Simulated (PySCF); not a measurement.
## How methods differ on the excitation energy of N²⁺

N²⁺ [He] 2s2 2p1 (2P) → N²⁺ [He] 2s1 2p1 3d1 (high-spin determinant), as a difference of total energies. All numbers are calculated (PySCF 2.14, the non-relativistic Hamiltonian (point nucleus), in aug-cc-pwCVDZ (5s4p2d, 27 functions)). Correlated levels: valence and next inner shell: nothing frozen. The calculations carry no spin-orbit coupling.

```
                                method  excitation energy (eV)
                                   UHF                  40.567
    MP2 (valence and next inner shell)                  41.770
SCS-MP2 (valence and next inner shell)                  42.067
   CCSD (valence and next inner shell)                  42.207
CCSD(T) (valence and next inner shell)                  42.098
```

Problem. How much does correlation contribute at CCSD(T) (valence and next inner shell)?

Solution. 42.098 − (40.567) = 1.531 eV, measured against UHF.

The promoted electron is Rydberg-like, and one or two diffuse shells describe it only roughly, which tends to raise the upper state.

The coupled-cluster amplitudes are large for the upper state (T1 above 0.03 or a double amplitude above 0.15), so a single reference is strained.

The determinant of the upper state mixes LS terms, which raises its energy above the lowest term, most at the Hartree-Fock and MP2 levels.
